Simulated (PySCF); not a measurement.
# Electron correlation in Tc⁺ (technetium, charge +1)

[Kr] 4d4 5s1 5p1, one real determinant (an excited configuration). All numbers are calculated (PySCF 2.14, scalar relativity by spin-free X2C-1e, in ANO-RCC-VTZP (7s6p4d2f1g, 68 functions)). Frozen: [Ar] 3d10; 14 electrons correlated.

MP2 pair energies summed by pair of shells (mhartree):

```
 pair   energy  share (%)
4p-4d  -129.84       36.6
4p-4p   -88.75       25.0
4d-4d   -35.72       10.1
4s-4p   -32.34        9.1
4s-4d   -16.78        4.7
4d-5s   -13.77        3.9
4p-5s   -13.64        3.8
4d-5p    -8.66        2.4
4p-5p    -7.08        2.0
4s-4s    -5.05        1.4
5s-5p    -1.87        0.5
4s-5s    -1.05        0.3
4s-5p    -0.64        0.2
```

Total MP2 correlation energy: -355.18 mhartree.

Same-spin part -129.19 and opposite-spin part -225.99 mhartree; SCS-MP2 scales them by 1/3 and 6/5 to -314.25 mhartree.

The basis was made for the ground configuration and has no added diffuse functions, which can raise the energy of the promoted electron.

The reference is one real determinant that mixes LS terms of this configuration.
